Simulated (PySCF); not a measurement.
This PySCF input asks for the NMR shieldings of `[C@@H](C)(O)CCO[SiH2]F`, C₄H₁₁FO₂Si; the geometry comes from GFN2-xTB.

```python
import basis_set_exchange as bse
import numpy as np
from pyscf import gto, dft
from pyscf.prop import nmr

atoms = """
C    -2.705221   -0.822168    0.448700
C    -1.202302   -0.560219    0.481562
O    -0.983026    0.539823    1.334422
C    -0.655836   -0.292715   -0.929879
C     0.869990   -0.293320   -0.979737
O     1.386542    0.737155   -0.170451
Si    2.858238    1.372870   -0.031292
F     3.893924    0.230761    0.432336
H    -3.213693    0.016255   -0.019980
H    -2.923567   -1.732686   -0.102051
H    -3.072103   -0.920740    1.466293
H    -0.691083   -1.450390    0.891343
H    -0.074843    0.840876    1.198391
H    -1.024379    0.679205   -1.263698
H    -1.019295   -1.059960   -1.614363
H     1.207955   -0.154252   -2.012654
H     1.261010   -1.251838   -0.618158
H     2.656391    2.285716    1.068783
H     3.421495    1.844878   -1.284655
"""
names = dict.fromkeys(["C", "O", "Si", "F", "H"], "pcSseg-1")
basis = {el: gto.basis.parse(bse.get_basis(n, elements=[el], fmt="nwchem")) for el, n in names.items()}
mol = gto.M(atom=atoms, basis=basis, charge=0, verbose=0)
mf = dft.RKS(mol, xc="PBE0")
mf.grids.level = 2
mf.grids.alignment = dft.numint.BLKSIZE   # the property module wants whole blocks of grid points
mf.conv_tol = 1e-9
mf.kernel()

calc = nmr.RKS(mf)   # GIAO
C = mf.mo_coeff
Co = C[:, mf.mo_occ > 0]
resp = mf.gen_response(singlet=True, hermi=2)
def vind(x):   # induced exchange potential for any number of trial vectors
    d = np.einsum("pi,xij,qj->xpq", C, 2 * x.reshape(-1, C.shape[1], Co.shape[1]), Co, optimize=True)
    return np.einsum("xpq,pi,qj->xij", resp(d - d.transpose(0, 2, 1)), C, Co, optimize=True).ravel()
mo1, _ = nmr.rhf.solve_mo1(calc, with_cphf=vind)
sigma = calc.kernel(mo1)
for i, s in enumerate(sigma):   # ppm
    w = np.linalg.eigvalsh((s + s.T) / 2)
    print("%2d %-2s iso %8.1f  s11 %8.1f  s22 %8.1f  s33 %8.1f" % (i, mol.atom_pure_symbol(i), w.mean(), *w))
```

Q: What does it print?

A: 
```
 0 C  iso    160.8  s11    141.2  s22    154.5  s33    186.7
 1 C  iso    112.1  s11     95.2  s22    104.1  s33    137.0
 2 O  iso    267.1  s11    235.6  s22    274.1  s33    291.5
 3 C  iso    142.9  s11    130.1  s22    141.6  s33    157.0
 4 C  iso    117.1  s11     90.4  s22    108.7  s33    152.1
 5 O  iso    267.9  s11    190.4  s22    284.6  s33    328.8
 6 Si iso    376.2  s11    362.2  s22    376.5  s33    389.8
 7 F  iso    336.8  s11    258.9  s22    357.7  s33    393.9
 8 H  iso     30.5  s11     27.0  s22     29.2  s33     35.2
 9 H  iso     30.9  s11     26.9  s22     28.6  s33     37.1
10 H  iso     30.1  s11     26.0  s22     27.7  s33     36.6
11 H  iso     27.4  s11     24.8  s22     26.6  s33     30.9
12 H  iso     28.5  s11     16.1  s22     26.6  s33     42.9
13 H  iso     30.0  s11     26.6  s22     30.1  s33     33.2
14 H  iso     30.4  s11     25.6  s22     30.3  s33     35.5
15 H  iso     27.4  s11     22.0  s22     28.2  s33     32.0
16 H  iso     27.3  s11     22.2  s22     27.8  s33     31.8
17 H  iso     27.1  s11     22.9  s22     25.6  s33     32.7
18 H  iso     26.8  s11     23.0  s22     24.9  s33     32.5
```

These numbers come from an equivalent density-fitted implementation of the same equations, which agrees with the script to about 0.01 ppm for H and up to a few tenths of a ppm for heavy atoms, so last digits may differ.

Q: Turn these shieldings into chemical shifts. Shifts are taken against calculated references (same method and geometry level): TMS for 13C (σ = 186.93 ppm) and 29Si (σ = 349.16 ppm) and 1H (σ = 31.72 ppm); 17O (σ = 336.08 ppm) vs H2O; 19F (σ = 170.95 ppm) vs CFCl3.

A: Averaging equivalent atoms: C 1: 74.8; C 4: 69.9; C 3: 44.0; C 0: 26.1; O 2: 69.0; O 5: 68.1; Si 6: -27.0; F 7: -165.9; H 18: 4.92; H 17: 4.65; H 16: 4.43; H 15: 4.33; H 11: 4.29; H 12: 3.21; H 13: 1.74; H 14: 1.27; H 8/9/10: 1.24 ppm. Unscaled 19F shifts against computed CFCl3 carry errors that often reach 10 to 50 ppm. Experimental scales use liquid or dissolved standards, which lie at an offset from isolated H2O (liquid H2O: subtract about 36 ppm).

Size and cost of the density-fitted run: 198 basis functions, 32 s wall time on 1 thread of an Arm Neoverse V2, shared host; peak memory 0.96 GiB.
